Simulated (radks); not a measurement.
Excited configurations of In: one electron is placed in a higher orbital outside [Kr] 4d10 5s2. The ground configuration is [Kr] 4d10 5s2 5p1. Method: Dirac Kohn-Sham, LDA (Slater exchange, Perdew-Wang correlation), spin-unpolarised, spherical densities, point nucleus; open shells fill j = l - 1/2 first; computed with a radial shooting solver on a logarithmic mesh with Libxc functionals. Excitation = E - E(ground); binding = E(ion) - E, where the ion is the core of charge +1; n* = 1/sqrt(2 binding) in atomic units, and the quantum defect is n - n*.

outer orbital  excitation (eV)  binding (eV)     n*  quantum defect  eigenvalue (eV)  <r> (bohr)
4f5/2                    4.897         0.913  3.860           0.140           -0.439       17.46
5d3/2                    4.104         1.706  2.824           2.176           -0.713       9.238
5f5/2                    5.180         0.630  4.647           0.353           -0.369       29.57
6p1/2                    3.819         1.991  2.614           3.386           -1.115       9.957
7s1/2                    4.382         1.428  3.086           3.914           -0.879       15.33
7p1/2                    4.697         1.113  3.496           3.504           -0.682       18.90
7d3/2                    5.103         0.707  4.385           2.615           -0.435       29.14

The Delta-SCF ionisation energy is 5.810 eV (NIST Atomic Spectra Database: 5.786 eV, measured). Self-interaction in the functional shifts the binding energies and quantum defects, so they are the method's values and not measured ones. Spin polarisation and multiplet splitting are left out, so open shells lie too high by an amount that depends on their filling.

Beside tabulated values, note that spin-unpolarised runs miss the spin-polarisation part of the exchange energy of open shells.
